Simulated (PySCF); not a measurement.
# Steps of a relaxation of [La(NH3)3]3+

[La(NH3)3]3+ (singlet; a saddle point, relaxed within its symmetry). PySCF 2.14.0, RKS PBE0, La def2-SVP with ECP46, N def2-SVP, H def2-SVP; non-relativistic Hamiltonian with scalar-relativistic core potentials where named; density fitting; no spin-orbit coupling. Origin of the start: template. Columns: position (Å) and force (eV/Å). Energies are counted from the last step; some of the 7 steps are shown. Forces carry noise of the integration grid, about 0.01 to 0.03 eV/Å.

Run from Python with OMP_NUM_THREADS=2. Where DIIS fails, smearing, a level shift and second-order steps follow.
It took 35 s on 2 threads of AMD EPYC 7R43 64-Core Processor (Zen 3), on a shared host, from the converged density of the start.

```xyz
13
step 0  E = 0.108 eV
La    0.0000    0.0000    0.0000     0.00    0.00    0.00
N     2.6200    0.0000    0.0000    -1.53    0.03    0.00
H     3.0179   -0.4696    0.8133     0.42   -0.21    0.35
H     3.0179   -0.4696   -0.8133     0.42   -0.21   -0.35
H     3.0179    0.9392    0.0000     0.41    0.39    0.00
N    -1.3100    2.2690    0.0000     0.73   -1.34    0.00
H    -1.1023    2.8484    0.8133    -0.03    0.47    0.34
H    -1.1023    2.8484   -0.8133    -0.03    0.47   -0.34
H    -2.3223    2.1440    0.0000    -0.54    0.16    0.00
N    -1.3100   -2.2690    0.0000     0.79    1.30    0.00
H    -1.9156   -2.3788    0.8133    -0.39   -0.26    0.34
H    -1.9156   -2.3788   -0.8133    -0.39   -0.26   -0.34
H    -0.6956   -3.0832    0.0000     0.13   -0.55    0.00
```

```xyz
13
step 2  E = 0.002 eV
La    0.0000    0.0000    0.0000     0.00    0.00    0.00
N     2.5776    0.0010    0.0000     0.02    0.00    0.00
H     3.0253   -0.4682    0.8091    -0.04    0.03   -0.05
H     3.0253   -0.4682   -0.8091    -0.04    0.03    0.05
H     3.0255    0.9356    0.0000    -0.03   -0.06    0.00
N    -1.2896    2.2317    0.0000    -0.01    0.02    0.00
H    -1.1072    2.8541    0.8091    -0.01   -0.05   -0.05
H    -1.1072    2.8541   -0.8091    -0.01   -0.05    0.05
H    -2.3230    2.1523    0.0000     0.07    0.00    0.00
N    -1.2879   -2.2327    0.0000    -0.01   -0.02    0.00
H    -1.9181   -2.3859    0.8091     0.05    0.02   -0.05
H    -1.9181   -2.3859   -0.8091     0.05    0.02    0.05
H    -0.7025   -3.0879    0.0000    -0.03    0.06    0.00
```

```xyz
13
step 4  E = 0.000 eV
La    0.0000    0.0000    0.0000     0.00    0.00    0.00
N     2.5676    0.0010    0.0000    -0.01    0.00    0.00
H     3.0150   -0.4670    0.8075     0.00   -0.01    0.02
H     3.0150   -0.4670   -0.8075     0.00   -0.01   -0.02
H     3.0158    0.9333    0.0000     0.00    0.02    0.00
N    -1.2847    2.2231    0.0000     0.00   -0.01    0.00
H    -1.1031    2.8446    0.8075     0.01    0.00    0.02
H    -1.1031    2.8446   -0.8075     0.01    0.00   -0.02
H    -2.3162    2.1451    0.0000    -0.02   -0.01    0.00
N    -1.2829   -2.2241    0.0000     0.01    0.01    0.00
H    -1.9119   -2.3776    0.8075    -0.01    0.01    0.02
H    -1.9119   -2.3776   -0.8075    -0.01    0.01   -0.02
H    -0.6996   -3.0784    0.0000     0.02   -0.01    0.00
```

Where does the relaxation end?

It converges at step 6 in C3h:
```xyz
13
step 6  E = 0
La    0.0000    0.0000    0.0000
N     2.5645    0.0012    0.0000
H     3.0105   -0.4675    0.8082
H     3.0105   -0.4675   -0.8082
H     3.0116    0.9343    0.0000
N    -1.2833    2.2203    0.0000
H    -1.1004    2.8409    0.8082
H    -1.1004    2.8409   -0.8082
H    -2.3150    2.1410    0.0000
N    -1.2812   -2.2215    0.0000
H    -1.9101   -2.3734    0.8082
H    -1.9101   -2.3734   -0.8082
H    -0.6966   -3.0753    0.0000
```

How did the contacts change?


```
      contact  start (Å)  end (Å)
 La1–N2 (NH3)      2.620    2.564
 La1–N6 (NH3)      2.620    2.564
La1–N10 (NH3)      2.620    2.564
```
